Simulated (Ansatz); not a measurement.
`CO[CH2][AlH][CH3]` + H₂ → `CO[CH2][AlH2]` + CH₄ at 400 K and 1 bar (hydrogenolysis of the Al–C bond).

Isolated molecules relaxed with PBE0-D4/def2-TZVP in Ansatz; ΔE leaves out vibrations. CCSD(T)/CBS adds triple-zeta CCSD(T) − MP2 to the extrapolated MP2 energy (def2 sets, frozen cores). This one scheme is used for every species. One conformer a species, not always the lowest.

| species | CCSD(T)/CBS energy (Eh) | H − E (kJ/mol) | S (J/(mol·K)) |
| --- | --- | --- | --- |
| `CO[CH2][AlH][CH3]` | -436.73030 | 330.5 | 414.4 |
| H₂ | -1.17544 | 38.0 | 139.0 |
| `CO[CH2][AlH2]` | -397.45414 | 245.9 | 363.1 |
| CH₄ | -40.46206 | 131.3 | 197.2 |

H − E and S are ideal-gas, rigid-rotor, harmonic terms from PBE0-D4/def2-TZVP, for one conformer and one mirror image of each species. For small species the MP2-based limit differs from directly extrapolated CCSD(T) by up to some mEh (0.8 for H₂); such offsets cancel only in part. 1 Eh = 2625.50 kJ/mol, R = 8.31446 J/(mol·K).

Question: By hand: ΔE, ΔH, ΔS and ΔG.

Answer: ΔE = (-397.45414) + (-40.46206) − (-436.73030) − (-1.17544) = -0.01046 Eh = -27.5 kJ/mol. Δ(H − E) = 245.9 + 131.3 − 330.5 − 38.0 = 8.7, so ΔH = -18.8 kJ/mol. ΔS = 363.1 + 197.2 − 414.4 − 139.0 = 6.9 J/(mol·K). ΔG = -18.8 − 400 × (6.9)/1000 = -21.6 kJ/mol.

Question: By hand: the equilibrium constant, and the temperature at which ΔG would vanish if ΔH and ΔS stayed fixed.

Answer: log₁₀ K = −ΔG/(RT ln 10) = 2.8. ΔH and −TΔS have one sign here, so there is no such temperature.

The number of gas molecules stays the same, so ΔS is small and ΔH decides. A doubt of 5 kJ/mol in ΔE shifts log₁₀ K by 0.7 here. Other conformers and mirror images would add mixing entropy, several J/(mol·K) or more a flexible species. These are equilibria of isolated gas molecules and say nothing of rates. Largest T1 diagnostic: 0.011 (customary marks: 0.02 for closed shells, 0.045 for open ones).

ΔS is within the doubt of such terms, so its sign, and with it that verdict, could turn.
